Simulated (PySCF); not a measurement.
## Dipole moment and polarisability of germyl cyanide

Compound: germyl cyanide, CH3GeN.
Cartesian coordinates in Å at the PBE0-D3(BJ)/def2-SVP level; atoms count from 1:
```
atom  x, y, z in Å
N1     2.474   -0.041   -0.010
C2     1.315   -0.023   -0.007
Ge3   -0.610    0.011   -0.007
H4    -1.031    1.463   -0.246
H5    -1.067   -0.496    1.363
H6    -1.075   -0.910   -1.137
```

Level: PBE0/def2-SVPD (PySCF), static field, nuclei fixed, core orbitals frozen in the response. The polarisability tensor in these axes (au):

```
x   57.73 -0.29 -0.03
y   -0.29 39.91  0.00
z   -0.03  0.00 39.90
```

Problem. Give the principal values, the mean and the anisotropy Δα = √{½[(α1 − α2)² + (α2 − α3)² + (α1 − α3)²]}.

Solution. Principal values 39.90, 39.91 and 57.73 au; mean 45.85 au = 6.79 Å³ = 7.56 × 10⁻⁴⁰ C²·m²/J; Δα = 17.83 au (39 % of the mean).

Problem. What is the dipole moment, and where does it point?

Solution. (-3.91, 0.07, 0.00) D, 3.91 D in size, pointing from the negative to the positive side. Measured along this direction, the outermost atoms are N1 at the negative end and H5, H6 and H4 at the positive end.

Problem. In TDDFT the mean static polarisability is Σ f/ω² over all singlet excitations (ω in hartree). How much of it do the 10 lowest give? Their energies (eV) and oscillator strengths: 7.15, 0.0000; 7.49, 0.0035; 7.49, 0.0035; 8.20, 0.0036; 8.20, 0.0035; 8.44, 0.0200; 8.44, 0.0202; 8.66, 0.0002; 8.66, 0.0002; 8.94, 0.0000.

Solution. They add up to 0.59 au, 1.3 % of the 45.85 au; the largest single term is 0.21 au, from the state at 8.44 eV. Terms in order: 0.00, 0.05, 0.05, 0.04, 0.04, 0.21, 0.21, 0.00, 0.00, 0.00 au. Higher excitations give the rest. The strengths listed sum to 0.055.

Problem. Orientational against electronic polarisability at 400 K (dilute gas, rigid molecules)?

Solution. In Gaussian units μ²/3kT = 92.35 Å³ against 6.79 Å³, a ratio of 13.59; the Debye molar polarisation (4π/3)N_A(α + μ²/3kT) is 250.1 cm³/mol, leaving out the vibrational part.

Problem. What would n − 1 = 2πNα be for an ideal gas of these molecules at 298.15 K and 1 atm, electronic part alone?

Solution. N = p/kT = 2.4615 × 10¹⁹ cm⁻³, so n − 1 = 2π × N × 6.79 × 10⁻²⁴ cm³ = 1051 × 10⁻⁶ at long wavelengths.

Problem. What are the principal values of the traceless quadrupole moment, Θ = ½Σq(3rr − r²1), about the centre of nuclear charge?

Solution. -9.04, 4.52, 4.52 D·Å. The values depend on the origin, since the dipole doesn't vanish. The electronic extent ⟨r²⟩ about the same centre is 340 bohr², a root-mean-square distance of 1.41 Å for the 48 electrons.

Isolated species at its PBE0-D3(BJ)/def2-SVP geometry, gas phase. The calculation is non-relativistic, for germanium too.
